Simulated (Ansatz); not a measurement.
`B[SiH](C)BF` + `C=NCC` → `B[SiH](C)CC` + `C=NBF`  (formal exchange of groups at the Si–B bond)

Isolated molecules relaxed with PBE0-D4/def2-TZVP in Ansatz; ΔE leaves out vibrations. CCSD(T)/CBS adds triple-zeta CCSD(T) − MP2 to the extrapolated MP2 energy (def2 sets, frozen cores). DFT in def2-TZVPP. B3LYP here is the variant with VWN-RPA as its local correlation; programs differ in this. One conformer a species, not always the lowest.

```csv
level,ΔE (kcal/mol),difference from CCSD(T)/CBS
PBE-D4,-34.2,0.8
r2SCAN-D4,-36.0,-1.0
ωB97X-V,-34.6,0.4
ωB97M-V,-36.9,-1.9
B2PLYP,-36.0,-1.0
PBE,-33.7,1.3
r2SCAN,-35.8,-0.8
B3LYP,-36.0,-1.0
HF/def2-TZVPP,-35.5,-0.5
MP2/def2-TZVPP,-36.6,-1.6
SCS-MP2/def2-TZVPP,-35.6,-0.6
CCSD/def2-TZVPP,-34.8,0.2
SCS-MP2/def2-QZVPP,-35.9,-0.9
HF/CBS(def2),-35.6,-0.6
MP2/CBS(def2),-37.1,-2.1
CCSD/CBS(def2),-35.3,-0.3
CCSD(T)/CBS,-35.0,0
```

Largest T1 diagnostic among the species: 0.014.

From PBE to PBE0 (25 % exact exchange), in def2-TZVPP and without D4, ΔE moves by −1.1 kcal/mol.
